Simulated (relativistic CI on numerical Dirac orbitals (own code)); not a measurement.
Line list: Electric-dipole lines, Tm24+

These numbers are calculated, not measured: Dirac-Coulomb-Breit CI, KLI orbitals optimised for each configuration, model QED (radiative potential, 1s self-energy scaled to tabulated hydrogen-like ionisation energies), unscaled Slater integrals (own radial code, finite nucleus).

Configuration list (outside the closed core [Ar] 3d10): 4s2 4p6 4d9, 4s2 4p5 4d10, 4s2 4p6 4d8 4f, 4s 4p6 4d10, 4s2 4p5 4d9 4f, 4s2 4p6 4d8 5s, 4s 4p6 4d9 4f, 4s2 4p6 4d8 5p, 4s2 4p6 4d7 4f 5s, 4s2 4p6 4d8 5d, 4s2 4p5 4d9 5s, 4s2 4p6 4d7 5s 5p, 4s2 4p6 4d8 5f, 4s2 4p5 4d9 5p, 4s2 4p6 4d8 6s, 4s2 4p6 4d8 5g, 4s2 4p6 4d8 6p, 4s 4p6 4d8 4f 5s, 4s2 4p5 4d9 5d, 4s 4p6 4d9 5s, 4s2 4p6 4d8 6d, 4p6 4d10 4f, 4s2 4p6 4d7 5s2, 4s2 4p6 4d6 4f 5s2, 4s2 4p5 4d7 4f 5s2, 4s 4p6 4d7 4f 5s2, 4p6 4d9 4f2, 4p5 4d10 4f2, 4p6 4d8 4f3, 4p5 4d9 4f3, 4p6 4d8 4f2 5s. Double excitations out of closed p, d and f shells are left out; levels of such configurations are missing from the list, as are those of other unlisted configurations, and high levels can miss mixing partners. These lack a partner that the ground configuration has and come out too high: 4s2 4p6 4d8 5p, 4s2 4p6 4d8 5d, 4s2 4p5 4d9 5s, 4s2 4p6 4d8 5f, 4s2 4p5 4d9 5p.

| λ vac (nm) | Lower | Upper | A (s⁻¹) | gf | Branching (%) |
| --- | --- | --- | --- | --- | --- |
| 2.9016 | 4s2 4p6 4d9 2D_5/2 [1] | 4s2 4p5 4d9 5s 2F°_7/2 [330] | 8.59e+11 | 8.67e-01 | 95.5 |
| 3.7678 | 4s2 4p6 4d9 2D_5/2 [1] | 4s2 4p6 4d8 5p 2F°_7/2 [123] | 4.89e+11 | 8.32e-01 | 93.0 |
| 3.8083 | 4s2 4p6 4d9 2D_5/2 [1] | 4s2 4p6 4d8 5p 2F°_7/2 [117] | 4.48e+11 | 7.80e-01 | 97.4 |
| 5.2335 | 4s2 4p5 4d10 2P°_3/2 [3] | 4s2 4p5 4d9 4f 2D_5/2 [228] | 3.43e+12 | 8.45e+00 | 69.6 |
| 5.2698 | 4s2 4p5 4d10 2P°_3/2 [3] | 4s2 4p5 4d9 4f 2S_1/2 [224] | 2.35e+12 | 1.95e+00 | 66.8 |
| 5.2736 | 4s2 4p5 4d10 2P°_3/2 [3] | 4s2 4p5 4d9 4f 2P_3/2 [223] | 1.92e+12 | 3.21e+00 | 59.1 |
| 5.2835 | 4s2 4p6 4d9 2D_3/2 [2] | 4s2 4p5 4d10 2P°_1/2 [85] | 5.58e+12 | 4.67e+00 | 100.0 |
| 5.2968 | 4s2 4p5 4d10 2P°_3/2 [3] | 4s2 4p5 4d9 4f 4D_3/2 [221] | 1.07e+12 | 1.80e+00 | 42.5 |
| 5.5339 | 4s2 4p6 4d9 2D_5/2 [1] | 4s2 4p6 4d8 4f 2F°_7/2 [82] | 4.95e+12 | 1.82e+01 | 100.0 |
| 5.5446 | 4s2 4p6 4d9 2D_3/2 [2] | 4s2 4p6 4d8 4f 2F°_5/2 [84] | 4.95e+12 | 1.37e+01 | 99.8 |
| 5.5737 | 4s2 4p6 4d9 2D_5/2 [1] | 4s2 4p6 4d8 4f 2P°_3/2 [81] | 4.98e+12 | 9.28e+00 | 99.9 |
| 5.5801 | 4s2 4p6 4d9 2D_5/2 [1] | 4s2 4p6 4d8 4f 2D°_5/2 [80] | 4.84e+12 | 1.36e+01 | 99.8 |
| 5.6191 | 4s2 4p6 4d9 2D_3/2 [2] | 4s2 4p6 4d8 4f 2D°_3/2 [83] | 4.72e+12 | 8.94e+00 | 99.9 |
| 5.8027 | 4s2 4p6 4d8 4f 2K°_15/2 [47] | 4s2 4p5 4d9 4f 2I_13/2 [256] | 1.50e+12 | 1.06e+01 | 73.6 |
| 5.8325 | 4s2 4p6 4d8 4f 2K°_13/2 [40] | 4s2 4p5 4d9 4f 2I_11/2 [244] | 1.01e+12 | 6.19e+00 | 54.7 |
| 6.8477 | 4s2 4p6 4d8 4f 4I°_15/2 [11] | 4s2 4p5 4d9 4f 2I_13/2 [198] | 2.41e+11 | 2.37e+00 | 26.3 |
| 6.8806 | 4s2 4p6 4d8 4f 4I°_13/2 [9] | 4s2 4p5 4d9 4f 2I_11/2 [191] | 2.61e+11 | 2.22e+00 | 27.1 |
| 7.2372 | 4s2 4p6 4d8 4f 4G°_11/2 [17] | 4s2 4p5 4d9 4f 4F_9/2 [177] | 2.98e+11 | 2.34e+00 | 40.7 |
| 7.2555 | 4s2 4p6 4d8 4f 4I°_15/2 [11] | 4s2 4p5 4d9 4f 4H_13/2 [161] | 6.65e+11 | 7.34e+00 | 79.1 |
| 7.2657 | 4s2 4p6 4d8 4f 4H°_13/2 [15] | 4s2 4p5 4d9 4f 4G_11/2 [168] | 5.68e+11 | 5.39e+00 | 65.4 |
| 7.2710 | 4s2 4p6 4d8 4f 4I°_13/2 [9] | 4s2 4p5 4d9 4f 2H_11/2 [156] | 5.90e+11 | 5.61e+00 | 77.0 |
| 7.3086 | 4s2 4p6 4d8 4f 4H°_11/2 [12] | 4s2 4p5 4d9 4f 4G_9/2 [157] | 6.18e+11 | 4.95e+00 | 70.7 |
| 7.3506 | 4s2 4p6 4d8 4f 4F°_7/2 [5] | 4s2 4p5 4d9 4f 4D_5/2 [141] | 2.94e+11 | 1.43e+00 | 48.1 |
| 7.4017 | 4s2 4p6 4d8 4f 2G°_9/2 [16] | 4s2 4p5 4d9 4f 2F_7/2 [154] | 3.67e+11 | 2.41e+00 | 47.2 |
| 7.4305 | 4s2 4p6 4d8 4f 4F°_9/2 [7] | 4s2 4p5 4d9 4f 4D_7/2 [142] | 2.51e+11 | 1.66e+00 | 43.3 |
| 7.6528 | 4s2 4p6 4d8 4f 4F°_9/2 [7] | 4s2 4p5 4d9 4f 4G_9/2 [126] | 1.51e+11 | 1.33e+00 | 44.4 |
| 7.7063 | 4s2 4p6 4d8 4f 4H°_11/2 [12] | 4s2 4p5 4d9 4f 4G_11/2 [130] | 2.08e+11 | 2.23e+00 | 68.2 |
| 7.8285 | 4s2 4p6 4d8 4f 4G°_11/2 [17] | 4s2 4p5 4d9 4f 2H_11/2 [135] | 2.09e+11 | 2.31e+00 | 60.4 |
| 7.8579 | 4s2 4p6 4d8 4f 4I°_13/2 [9] | 4s2 4p5 4d9 4f 4I_13/2 [120] | 1.97e+11 | 2.55e+00 | 76.2 |
| 7.9530 | 4s2 4p6 4d8 4f 4I°_15/2 [11] | 4s2 4p5 4d9 4f 4I_15/2 [118] | 1.97e+11 | 2.98e+00 | 79.0 |

Terms are leading LS components. Brackets give the number of a level in order of energy, since labels repeat. The list gives strong lines, with weight on those to low levels, without lines whose two gauges differ by over a factor of 2.5, among the lowest 400 of 8666 levels, so that lines to higher ones, which can be the strongest, are missing. Levels whose partners in the same complex of configurations lie outside the list can be far off, and so can their lines. Rates are taken at the computed energies, electric ones in the length gauge.

At this charge energies of transitions that change n are usually good to better than 1 %, and those within a shell (Δn = 0) to a few per cent.

LS names give the leading component of a level, which can be under half, so a name can repeat, a term be missing and a line seem to break the LS rules.
